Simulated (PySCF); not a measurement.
2-chloroprop-1-ene (C3H5Cl), SMILES C=C(C)Cl. Atoms are numbered in the order given.

```xyz
9

C      1.3718    -0.9642     0.0000
C      0.1333    -0.4420     0.0000
C     -1.1578    -1.2004     0.0000
Cl    -0.0794     1.3057     0.0000
H      2.2681    -0.3289     0.0000
H      1.4997    -2.0571     0.0000
H     -1.7657    -0.9404     0.8914
H     -0.9708    -2.2915     0.0000
H     -1.7657    -0.9404    -0.8914
```
Charge 0, spin multiplicity 1.

The structure is a stationary point at PBE-D3(BJ)/def2-SVP.

Computed with CAM-B3LYP/def2-TZVP (PySCF).

Symmetry labels are those of the subgroup Cs that the program uses (full group Cs).

Q: List the valence orbital energies around the gap with their symmetry. (Estimate from the structure and the level; the computed values follow.)

A: 
| orbital | symmetry | energy (eV) |
|---|---|---|
| HOMO−7 | A' | -14.84 |
| HOMO−6 | A' | -14.24 |
| HOMO−5 | A" | -13.72 |
| HOMO−4 | A' | -12.47 |
| HOMO−3 | A' | -11.94 |
| HOMO−2 | A" | -11.19 |
| HOMO−1 | A' | -10.19 |
| HOMO | A" | -8.60 |
| LUMO | A" | 0.99 |
| LUMO+1 | A' | 2.07 |
| LUMO+2 | A' | 2.24 |
| LUMO+3 | A' | 3.28 |
